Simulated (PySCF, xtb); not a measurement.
**Two isomers of ClH5N2Si**

Structure I is `NN[SiH2]Cl`, a singlet and structure II is `N=[SiH-]([NH3+])Cl`, a singlet. Both are isolated molecules in the gas phase, relaxed with PBE0-D3(BJ)/def2-SVP; the shapes shown needn't be the lowest conformers.

I (Å):

```xyz
9

Cl   -2.6188    2.8854    0.1792
N    -2.2641   -0.7587    0.3777
N    -1.6342    0.0998    1.2886
Si   -1.0724    1.6669    0.8726
H    -2.9953   -0.2699   -0.1397
H    -1.5852   -1.1155   -0.2928
H    -1.8460   -0.1388    2.2518
H    -0.1140    1.5905   -0.2628
H    -0.4870    2.2790    2.0947
```

II (Å):

```xyz
9

Cl   -2.7384    1.2885    3.3053
N    -2.2984   -0.0962    0.3302
N    -0.5444    1.6139    1.2410
Si   -2.4462    1.2484    1.2066
H    -3.0658   -0.6890    0.0359
H    -2.9829    2.5852    0.8042
H    -0.2554    0.7398    0.7766
H    -0.2300    2.4192    0.6972
H    -0.1567    1.6647    2.1851
```

Problem. Estimate E(II) − E(I) at the level CCSD(T)/def2-SVP + ΔMP2/def2-TZVPP.

Solution. Calculated at CCSD(T)/def2-SVP + ΔMP2/def2-TZVPP: E(II) − E(I) = −0.659 eV, so structure II lies lower.

Level by level:

```
                             level              geometry  E(II) − E(I) (eV)  departure from the last row (eV)  job, with rough time for the two
              PBE0-D3(BJ)/def2-SVP  PBE0-D3(BJ)/def2-SVP              −0.349                            +0.309                optimisation, 93 s
                       HF/def2-SVP  PBE0-D3(BJ)/def2-SVP              −0.077                            +0.581           part of the CCSD(T) run
                      MP2/def2-SVP  PBE0-D3(BJ)/def2-SVP              −0.476                            +0.183           part of the CCSD(T) run
                  CCSD(T)/def2-SVP  PBE0-D3(BJ)/def2-SVP              −0.347                            +0.312                      single point
CCSD(T)/def2-SVP + ΔMP2/def2-TZVPP  PBE0-D3(BJ)/def2-SVP              −0.659                                                  single point, 41 s
```

As drawn, II has 1 N=Si, 1 N–H in place of 1 N–N, 1 Si–H.

The levels shown agree on the order. The largest departure from CCSD(T)/def2-SVP + ΔMP2/def2-TZVPP is that of HF/def2-SVP, 0.581 eV. Levels run at GFN2-xTB geometries aren't shown. The last row adds to CCSD(T) the change of the MP2 difference between the two basis sets, here −0.312 eV, a large step that makes the value less sure.

With thermal terms from frequencies at re-optimised GFN2-xTB minima (ideal gas, soft modes damped towards free rotors, one conformer each, 298.15 K, 1 atm): the zero-point term adds +0.056 eV; ΔH is −0.595 and ΔG −0.604 eV.

The correlated steps freeze 12 core orbitals. Programs: PySCF 2.14.0, xtb 6.7.1; the last row on 2 threads of Intel(R) Xeon(R) 6975P-C (Granite Rapids) on a shared host.
